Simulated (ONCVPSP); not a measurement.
chlorine (Cl): excitation energies, all-electron against ONCV

* Element: chlorine
* Generator: ONCVPSP 4.0.1
* Type: optimised norm-conserving Vanderbilt (ONCV)
* Functional: LDA (Perdew-Zunger)
* Relativity: scalar-relativistic
* Frozen core: [He]
* Valence charge: 15
* Reference configuration: 2s2 2p6 3s2 3p5
* Partial waves: 2s+3s: rc 0.90 bohr, ncon 3, nbas 6, qcut 16.6 1/bohr, 3 projectors, debl 0.4 Ha; 2p+3p: rc 0.60 bohr, ncon 4, nbas 8, qcut 27.4 1/bohr, 2 projectors
* Local potential: polynomial inside 0.45 bohr (lpopt 5, dvloc0 0 Ha)
* Core correction: polynomial model core, fcfact 0.15

In the s channel the program set the typed energies aside and used -9.251, -0.760, 0.250 Ha.

Energies are relative to the spin-unpolarised reference configuration 2s2 2p6 3s2 3p5; without spin polarisation the order of configurations can differ from experiment.

Question: Give the all-electron excitation energy and the error of the potential for: 2s2 2p6 3s2 3p4; 2s2 2p6 3s2 3p3; 2s2 2p6 3s2 3p2; 2s2 2p6 3s1 3p5.

Answer:

| valence configuration | charge | ΔE all-electron (eV) | error AE − PS (meV) |
| --- | --- | --- | --- |
| 2s2 2p6 3s2 3p4 | +1 | 13.972 | +1.4 |
| 2s2 2p6 3s2 3p3 | +2 | 39.500 | +4.2 |
| 2s2 2p6 3s2 3p2 | +3 | 77.895 | +10 |
| 2s2 2p6 3s1 3p5 | +1 | 26.566 | -0.7 |

Levels in the configuration 2s2 2p6 3s1 3p5:

```json
{"level": "2s", "all-electron (eV)": "-265.790", "pseudo (eV)": "-265.834"}
{"level": "2p", "all-electron (eV)": "-205.700", "pseudo (eV)": "-205.764"}
{"level": "3s", "all-electron (eV)": "-32.699", "pseudo (eV)": "-32.698"}
{"level": "3p", "all-electron (eV)": "-20.061", "pseudo (eV)": "-20.060"}
```
